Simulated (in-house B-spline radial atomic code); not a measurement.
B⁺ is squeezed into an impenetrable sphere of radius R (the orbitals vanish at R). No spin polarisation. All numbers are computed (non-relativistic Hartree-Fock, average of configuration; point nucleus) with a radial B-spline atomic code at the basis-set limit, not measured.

Energies in eV above the free ion in [He] 2s2:

| R (bohr) | highest level (eV) | [He] 2s2 | [He] 2s1 2p1 | -dE/dV in [He] 2s2 (GPa) |
| --- | --- | --- | --- | --- |
| 7.35 | -23.8 | 0.001288 | 4.65 | 0.00449 |
| 6.39 | -23.8 | 0.01018 | 4.665 | 0.0453 |
| 5.25 | -23.7 | 0.1061 | 4.792 | 0.661 |
| 4.04 | -22.8 | 1.092 | 5.876 | 10.7 |
| 3.75 | -22.3 | 1.865 | 6.668 | 20.9 |
| 3.3 | -20.7 | 4.234 | 8.995 | 60.7 |
| 2.57 | -13.5 | 16.01 | 19.84 | 386 |
| 2.28 | -6.89 | 27.62 | 30.04 | 874 |
| 1.77 | 20 | 76.7 | 71.24 | 4470 |
| 1.21 | 129 | 284.8 | 235.9 | 44100 |

Q: Does [He] 2s1 2p1 fall below [He] 2s2 under compression?

A: Yes, between R = 2.28 and 1.77 bohr the order changes (near 2.12 bohr by linear interpolation).

The highest level is first positive in the row R = 1.77 bohr, pushed up by confinement above the zero of the free ion's potential. Each configuration is held fixed and needn't be the lowest in the sphere.
